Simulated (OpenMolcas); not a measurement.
Cr4+ with its 6 nearest fluoride ions, on the Ge site of Cs2GeF6 (a = 9.021 Å, distance in the model lattice 1.804 Å). The rest of the host is ab initio model potentials to 7.6 Å and point charges beyond; the distance is set by hand and nothing relaxes. Ligand basis ANO-RCC-VDZP.

| Item | Value |
| --- | --- |
| Program | OpenMolcas |
| Method | CASSCF |
| Basis | ANO-RCC-VTZP [6s5p3d2f1g] |
| Scalar Hamiltonian | DKH2, point nucleus |
| Active space | 2 electrons in 5 orbitals (3d) |
| State averaging | 2S+1 = 3 even, 10 roots; 2S+1 = 1 even, 15 roots |
| Spin-orbit coupling | state interaction with AMFI integrals over the reference wave functions |

All ligands move together. At R = 1.804 Å |10Dq| is 21556 cm-1, and at R = 1.86 Å it is 19074 cm-1.

**Question.** A third run gives 19902 cm-1. What distance was it run at?

**Answer.** With a power law R^-n the two known points give n = -ln(19074 / 21556) / ln(1.86 / 1.804) = 4.00. Then R = 1.804 × (21556 / 19902)^(1/4.00) = 1.840 Å. The run was at 1.84 Å, so the estimate is off by 0 Å.

An orbital triplet at a regular site is open to Jahn-Teller coupling, which can distort the site and quench the lowest spin-orbit gaps and is left out. Without dynamic correlation the repulsion within the d shell is too large (B by tens of per cent), so at a given field states of lower spin stand too high. The least metal-like active orbital is 81 % on the metal (Löwdin) and no ligand orbital is active, so the numbers are rough. Ligand-to-metal charge-transfer states are missing. With no ligand orbital active B as a rule stays too high, so bands that hang on it stand too high and its fall with covalency is understated. With metal d orbitals alone and no dynamic correlation 10Dq can be off by a tenth to a fifth, either way, in oxide and fluoride hosts. No measured value stands beside these numbers; the geometry was set by hand and not optimised.
